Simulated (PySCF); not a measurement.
H₅O₄Si, SMILES [OH2+][Si](O)(O)O, charge +1. The structure is a stationary point at PBE-D3(BJ)/def2-SVP. The isomer is the one that the SMILES or the coordinates give; other isomers of the formula were not compared. Other conformers were not sampled.

Computed equilibrium geometry at PBE-D3(BJ)/def2-SVP (PySCF confirms it by a frequency run) as a Z-matrix (one conformer of several):
```
Si
O 1 1.6211
H 2 0.9753 1 123.33
O 1 1.6244 2 112.33 3 -168.33
H 4 0.9759 1 121.15 2 19.15
O 1 1.6288 2 121.01 3 -18.55
H 6 0.9748 1 123.75 2 -77.74
O 1 1.8580 2 107.11 3 84.43
H 8 0.9842 1 117.56 2 98.45
H 8 0.9855 9 109.85 1 -134.65
```
Charge +1, spin multiplicity 1.
